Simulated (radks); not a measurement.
Charge is removed step by step from the 5s level of the zirconium ion Zr+, starting from [Kr] 4d2 5s1. Calculated with a radial shooting solver on a logarithmic mesh with Libxc functionals: scalar-relativistic Kohn-Sham, r2SCAN, spin-unpolarised, spherical densities, finite nucleus; meta-GGA in the generalised Kohn-Sham scheme; Fermi nuclear charge, rms radius 4.2694 fm.

| removed (e) | E - E(0) (eV) | eigenvalue (eV) | E minus straight line (eV) |
|---|---|---|---|
| 0 | 0.000 | -9.829 | 0.000 |
| 0.1 | 1.009 | -10.362 | -0.245 |
| 0.2 | 2.072 | -10.897 | -0.436 |
| 0.3 | 3.188 | -11.433 | -0.573 |
| 0.4 | 4.359 | -11.976 | -0.657 |
| 0.5 | 5.584 | -12.526 | -0.686 |
| 0.6 | 6.864 | -13.082 | -0.660 |
| 0.7 | 8.199 | -13.639 | -0.578 |
| 0.8 | 9.591 | -14.195 | -0.441 |
| 0.9 | 11.038 | -14.746 | -0.248 |
| 1 | 12.539 | -15.286 | 0.000 |

Removing the whole electron costs 12.539 eV by Delta-SCF, against 9.829 eV from minus the eigenvalue at the starting occupation. Slater's transition state (half an electron removed) gives 12.526 eV. Integrating minus the eigenvalue over the occupation (Janak's theorem) gives 12.541 eV. In this scalar-relativistic scheme the density is built from large components alone, so the theorem holds only approximately. The mean slope of the eigenvalue, de/dn, is 5.46 eV per electron. Ionisation energy of Zr+ in the NIST Atomic Spectra Database: 13.130 eV (measured).

Beside tabulated values, note that spin-unpolarised runs miss the spin-polarisation part of the exchange energy of open shells.
